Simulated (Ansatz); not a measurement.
AlGe₂₀H₃₂⁻, a doped nanocrystal cut from the lattice of germanium (Al on a surface site). Charge -1, multiplicity 1. Geometry PBE-D4/def2-SVP; atoms count from 1.

Cartesian coordinates in Å:
```
Ge 2.384 -1.577 -3.515
Ge 2.573 -3.002 0.272
Ge 3.772 0.485 1.464
Ge -1.126 -3.162 -2.176
Ge 0.398 0.274 -0.543
Ge -2.840 0.205 -2.909
Ge -3.148 -1.222 0.752
Ge 0.560 -1.162 3.307
Ge 1.901 2.336 4.626
Ge -1.525 2.176 2.441
Ge -4.927 2.160 0.069
Ge 0.392 -2.882 -4.076
Ge 3.746 -2.761 -1.864
Ge 1.691 0.587 -2.603
Ge 1.746 -0.871 1.164
Ge 3.403 2.573 2.694
Ge -1.618 -0.992 -1.148
Ge -0.357 2.453 0.298
Ge -4.000 2.244 -2.199
Ge -3.563 0.984 1.739
Al -0.216 1.030 4.265
H 3.214 -1.391 -4.831
H 3.580 -3.634 1.286
H 1.435 -4.048 0.073
H 4.434 0.754 0.072
H 4.795 -0.397 2.253
H -0.507 -4.164 -1.160
H -2.455 -3.800 -2.696
H -1.883 0.553 -4.092
H -3.916 -0.766 -3.496
H -2.560 -2.230 1.781
H -4.482 -1.837 0.215
H 1.658 -1.918 4.141
H -0.482 -2.289 2.985
H 2.857 1.711 5.704
H 1.743 3.821 5.115
H -2.096 3.614 2.730
H -6.331 1.480 -0.055
H -5.205 3.632 0.509
H 0.808 -4.271 -4.658
H -0.392 -2.148 -5.208
H 4.174 -4.144 -2.454
H 5.059 -1.948 -1.648
H 2.960 1.448 -2.323
H 0.850 1.347 -3.676
H 4.821 3.106 3.097
H 2.852 3.608 1.664
H -1.233 3.103 -0.823
H 0.909 3.355 0.430
H -3.034 3.456 -2.332
H -5.167 2.500 -3.209
H -4.534 0.752 2.948
H -1.115 0.876 5.600
```

Single mean-field runs in def2-TZVP are fitted with def2-universal-jkfit.

Estimate the Mulliken populations of the heavy atoms from the PBE0/def2-TZVP orbitals of Ansatz.


| atom | charge (e) |
| --- | --- |
| Ge1 | -0.11 |
| Ge2 | 0.02 |
| Ge3 | 0.02 |
| Ge4 | 0.01 |
| Ge5 | -0.19 |
| Ge6 | 0.03 |
| Ge7 | 0.05 |
| Ge8 | -0.10 |
| Ge9 | -0.15 |
| Ge10 | -0.14 |
| Ge11 | 0.02 |
| Ge12 | -0.01 |
| Ge13 | -0.01 |
| Ge14 | 0.05 |
| Ge15 | -0.20 |
| Ge16 | -0.06 |
| Ge17 | -0.21 |
| Ge18 | 0.01 |
| Ge19 | -0.06 |
| Ge20 | -0.09 |
| Al21 | 0.28 |
Mulliken values depend strongly on the basis.

And the Mayer bond orders between heavy atoms (over 0.3)?

Ge1–Ge12 0.86 (2.45 Å); Ge1–Ge13 0.87 (2.45 Å); Ge1–Ge14 0.85 (2.45 Å); Ge2–Ge13 0.85 (2.45 Å); Ge2–Ge15 0.87 (2.45 Å); Ge3–Ge15 0.86 (2.46 Å); Ge3–Ge16 0.87 (2.45 Å); Ge4–Ge12 0.86 (2.45 Å); Ge4–Ge17 0.86 (2.45 Å); Ge5–Ge14 0.86 (2.45 Å); Ge5–Ge15 0.85 (2.46 Å); Ge5–Ge17 0.87 (2.46 Å); Ge5–Ge18 0.85 (2.45 Å); Ge6–Ge17 0.86 (2.45 Å); Ge6–Ge19 0.87 (2.45 Å); Ge7–Ge17 0.85 (2.45 Å); Ge7–Ge20 0.85 (2.45 Å); Ge8–Ge15 0.87 (2.47 Å); Ge8–Al21 0.78 (2.51 Å); Ge9–Ge16 0.89 (2.46 Å); Ge9–Al21 0.79 (2.51 Å); Ge10–Ge18 0.87 (2.46 Å); Ge10–Ge20 0.87 (2.46 Å); Ge10–Al21 0.76 (2.52 Å); Ge11–Ge19 0.87 (2.45 Å); Ge11–Ge20 0.86 (2.46 Å).
